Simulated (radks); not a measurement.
Spherical quantum dot in the effective-mass picture: electrons in a parabolic well V = omega^2 r^2 / 2 with omega = 0.242, all in effective atomic units (hartree* = m*/eps^2 hartree, bohr* = eps/m* bohr), one dielectric constant everywhere. Method: non-relativistic Kohn-Sham, exchange-only LDA, spin-polarised, spherical densities; computed with a radial shooting solver with Libxc functionals. Levels are named by radial order and angular momentum (1s, 1p, 1d, 2s, ...), and open shells are averaged over m. Results are scaled to m* = 0.572 and eps = 9.7, for which hartree* = 165.4 meV and bohr* = 0.8974 nm. Each electron was tried in the lowest free levels, single moves between levels near the top were tried too, and the lowest total energy was kept; such a search can miss a lower state. At N = 1 the Hartree and exchange-correlation terms need not cancel, so that row can carry a self-interaction error.

N,open shells,2S,mu = E(N) - E(N-1) (meV),addition energy mu(N+1) - mu(N) (meV),e(HOMO) (meV),rms radius (nm)
1,"1s(up 1, down 0)",1,64.705,59.64,87.410,2.278
2,none,0,124.35,65.60,142.71,2.554
3,"1p(up 1, down 0)",1,189.95,34.34,207.05,2.913
4,"1p(up 2, down 0)",2,224.28,34.05,241.44,3.143
5,"1p(up 3, down 0)",3,258.34,45.00,275.08,3.325
6,"1p(up 3, down 1)",2,303.34,29.03,317.69,3.495
7,"1p(up 3, down 2)",1,332.37,29.34,347.06,3.642
8,none,0,361.70,49.51,376.28,3.773
9,"1d(up 1, down 0)",1,411.21,26.58,424.53,3.924
10,"1d(up 2, down 0)",2,437.79,26.31,451.00,4.057
11,"1d(up 3, down 0)",3,464.10,25.96,477.14,4.178
12,"1d(up 4, down 0)",4,490.06,25.58,502.92,4.289
13,"1d(up 5, down 0)",5,515.64,33.51,528.30,4.393
14,"1d(up 5, down 0) 2s(up 1, down 0)",6,549.15,25.18,561.47,4.494
15,"1d(up 5, down 2)",3,574.32,22.74,585.33,4.588
16,"1d(up 5, down 3)",2,597.07,23.35,608.78,4.678
17,"1d(up 5, down 4)",1,620.42,23.14,632.03,4.763
18,none,0,643.56,27.14,655.05,4.845
19,"2s(up 1, down 0)",1,670.69,27.33,682.07,4.925
20,none,0,698.02,29.97,709.03,5.004
21,"1f(up 1, down 0)",1,727.99,21.33,738.69,5.085
22,"1f(up 2, down 0)",2,749.33,21.16,759.94,5.162
23,"1f(up 3, down 0)",3,770.49,20.99,781.02,5.236
24,"1f(up 4, down 0)",4,791.48,20.81,801.92,5.308
25,"1f(up 5, down 0)",5,812.29,20.63,822.64,5.377
26,"1f(up 6, down 0)",6,832.92,20.45,843.18,5.444
27,"1f(up 7, down 0)",7,853.38,27.14,863.54,5.509
28,"1f(up 7, down 1)",6,880.52,19.62,890.35,5.573
29,"1f(up 7, down 2)",5,900.14,19.52,909.92,5.635
30,"1f(up 7, down 3)",4,919.66,19.40,929.38,5.696
31,"1f(up 7, down 4)",3,939.06,19.28,948.72,5.755
32,"1f(up 7, down 5)",2,958.34,19.16,967.94,5.812
33,"1f(up 7, down 6)",1,977.49,19.03,987.03,5.868
34,none,0,996.52,24.93,1006.0,5.923
35,"2p(up 1, down 0)",1,1021.4,18.80,1030.8,5.978
36,"2p(up 2, down 0)",2,1040.2,18.78,1049.6,6.032
37,"2p(up 3, down 0)",3,1059.0,23.15,1068.4,6.085
38,"2p(up 3, down 1)",2,1082.2,18.19,1091.3,6.137
39,"2p(up 3, down 2)",1,1100.4,18.19,1109.5,6.188
40,none,0,1118.5,20.72,1127.6,6.239
41,"1g(up 1, down 0)",1,1139.3,17.65,1148.1,6.289
42,"1g(up 2, down 0)",2,1156.9,17.55,1165.7,6.339
43,"1g(up 3, down 0)",3,1174.5,17.46,1183.2,6.387
44,"1g(up 4, down 0)",4,1191.9,-,1200.6,6.435

All shells are closed at N = 2, 8, 18, 20, 34, 40 (there: 1s2 1p6 1d10 2s2 1f14 2p6); the second difference of the energy has clear peaks (12 % above both neighbours; the first and last values, which can be the largest, are not judged, and half-filled shells can peak too) at N = 5, 8, 13, 27, 34, 37, 40.
